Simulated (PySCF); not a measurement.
Geometry:
| atom | x (Å) | y (Å) | z (Å) |
| --- | --- | --- | --- |
| C1 | -2.310 | -0.113 | -0.565 |
| S2 | -1.279 | 0.622 | 0.732 |
| O3 | -0.701 | -0.569 | 1.500 |
| C4 | 0.124 | 1.075 | -0.225 |
| C5 | 0.512 | 2.152 | -0.988 |
| N6 | 1.758 | 1.917 | -1.486 |
| C7 | 2.104 | 0.737 | -1.023 |
| N8 | 1.148 | 0.160 | -0.239 |
| Si9 | 1.260 | -1.437 | 0.647 |
| H10 | -1.717 | -0.862 | -1.106 |
| H11 | -2.656 | 0.684 | -1.238 |
| H12 | -3.162 | -0.583 | -0.056 |
| H13 | -0.040 | 3.068 | -1.200 |
| H14 | 3.055 | 0.239 | -1.213 |
| H15 | 1.529 | -1.378 | 2.104 |
| H16 | 0.311 | -2.467 | 0.149 |
| H17 | 2.583 | -1.831 | 0.036 |

No solvent model, single conformer, rapidly exchanging positions averaged, non-relativistic Hamiltonian. NMR shieldings at KT3/pcSseg-1/GIAO; coordinates at the PBE0-D3(BJ)/def2-SVP level; PySCF.

Shifts are taken against calculated references (same method and geometry level): 13C, 1H, 29Si against TMS; CS2 for 33S; 17O against H2O; NH3 for 15N.

```csv
atoms,nucleus,count,δ (ppm)
Si9,29Si,1,-76.8
C4,13C,1,?
H15/H16/H17,1H,3,?
C5,13C,1,122.3
H14,1H,1,7.43
C7,13C,1,136.9
H10/H11/H12,1H,3,?
H13,1H,1,?
N6,15N,1,297.2
S2,33S,1,285
O3,17O,1,71.5
N8,15N,1,185.0
C1,13C,1,43.5
```

Estimate the values marked ?.

## Answers


- C4: 122.2 ppm, aromatic carbon bearing sulfur
- H13: 7.03 ppm, hydrogen on an aromatic CH next to a ring nitrogen; the ring current deshields protons in the ring plane
- H15/H16/H17: 5.12 ppm, hydrogen on a silicon bonded to N
- H10/H11/H12: 2.47 ppm, hydrogen on a methyl carbon bonded to S

Shifts are as computed, not scaled to solution data. Of 1211 compounds with measured shifts, 218 miss one by over three times the rms of a fit or turn the order of signals round; such compounds aren't used in these exercises. Experimental scales use liquid or dissolved standards, which lie at an offset from isolated NH3 (liquid NH3: subtract about 20 ppm) and H2O (liquid H2O: subtract about 36 ppm). Unscaled 15N shifts of sp2 nitrogen come out 20 to 40 ppm too high even then.
